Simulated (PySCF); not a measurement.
## Radial density of Cd³³⁺ (cadmium, charge +33)

UHF, [Ne] 3s2 3p3, high-spin 4S determinant. Computed with PySCF 2.14 in an even-tempered Gaussian basis (16 s from 5.3 bohr⁻², ratio 2.5; 10 p from 6.9 bohr⁻², ratio 2.5; 4 d from 29 bohr⁻², ratio 2.7; 4 f from 43 bohr⁻², ratio 2.7), with the non-relativistic Hamiltonian (point nucleus).

```
r (bohr)  4πr²ρ (e/bohr)  4πr²(ρα − ρβ)
0.000577          0.3087         0.0000
0.000970          0.8409         0.0000
 0.00163           2.233         0.0001
 0.00274           5.678         0.0006
 0.00462           13.42         0.0030
 0.00777           28.10         0.0178
  0.0131           48.09         0.1037
  0.0220           59.95         0.5291
  0.0370           52.67         1.9994
  0.0622           57.67         4.2201
   0.105           69.45         2.0211
   0.176           28.82         1.9067
   0.296           21.68        12.1305
   0.498           4.555         2.5410
   0.837         0.04185         0.0200
```

A non-relativistic calculation at this Z misses sizeable relativistic shifts. Spin-orbit coupling is strong in this species (close to jj coupling), so the high-spin LS determinant is a model state, not a physical level.
